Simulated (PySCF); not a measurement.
**C₁₀H₉F: full NMR table**

* Formula: C10H9F
* SMILES: Cc1ccc2c(c1)C(F)=CC2
* InChI: InChI=1S/C10H9F/c1-7-2-3-8-4-5-10(11)9(8)6-7/h2-3,5-6H,4H2,1H3
* Point group of the computed structure: C1
* Degrees of unsaturation: 6
* Carbon signals: 10
* Proton signals: 6

Mapped SMILES: `[CH3:1][c:2]1[cH:3][cH:4][c:5]2[c:6]([cH:7]1)[C:8]([F:9])=[CH:10][CH2:11]2`; H(Xn) means a hydrogen on atom n.

PySCF 2.14.0 with density-fitted response routines calculation with geometry from GFN2-xTB and shielding tensors at PBE0/pcSseg-1 (GIAO); equivalent nuclei averaged, gas phase, one computed conformer, non-relativistic.

δ = σ(ref) − σ, references computed at the same level: 1H (σ = 31.72 ppm) and 13C (σ = 186.93 ppm) against TMS; 19F (σ = 170.95 ppm) vs CFCl3.

```tsv
carbon	δC, type	δH (multiplicity)	HMBC from (2–3 bonds)	span of the C tensor (ppm)
C1	24.3, CH3	2.59 (s)	H(C7), H(C3)	49
C2	141.9, C	–	H(C4), H(C7), H(C3), H(C1)	235
C3	131.9, CH	7.40 (d)	H(C4), H(C7), H(C1)	211
C4	129.8, CH	7.63 (d)	H(C3), H(C11)	216
C5	145.5, C	–	H(C4), H(C7), H(C3), H(C10), H(C11)	215
C6	142.8, C	–	H(C4), H(C7), H(C10), H(C11)	202
C7	124.0, CH	7.63 (m)	H(C3), H(C1)	199
C8	172.2, C	–	H(C7), H(C10), H(C11)	136
C10	114.2, CH	5.96 (m)	H(C11)	159
C11	35.7, CH2	3.39 (m)	H(C4), H(C10)	21
```

Other nuclei:
```csv
atoms,nucleus,environment,δ (ppm),σ (ppm)
F9,19F,vinylic fluorine,-138.0,308.9
```

1. Carbon types of the structure: 4 × C, 4 × CH, 1 × CH2, 1 × CH3, which accounts for all hydrogens.
2. δC 172.2: fully substituted alkene carbon.
3. δC 145.5, 142.8, 141.9: substituted aromatic carbon.
4. δC 131.9, 129.8, 124.0: aromatic CH.
5. δC 114.2: alkene CH; as expected for a trigonal carbon in a double bond.
6. δH 7.63, 7.63, 7.40: hydrogen on an aromatic CH; it sits in the deshielding region of the aromatic ring current.

Splittings by 19F in the carbon and heteronuclear signals aren't shown, as no couplings were computed. Shifts are as computed. Against solution values, carbons near 30 ppm lie about +3 ppm off and those near 130 ppm about +5 ppm. Of 1211 compounds with measured shifts, 218 miss one by over three times the rms of a fit or turn the order of signals round; such compounds aren't used in these exercises. Unscaled 19F shifts against computed CFCl3 carry errors that often reach 10 to 50 ppm. No couplings were computed; multiplicities are counted from neighbouring protons, with m where these are inequivalent, close in shift, in a saturated or five-membered ring or joined by F or P, and br s for small geminal =CH2 splittings.
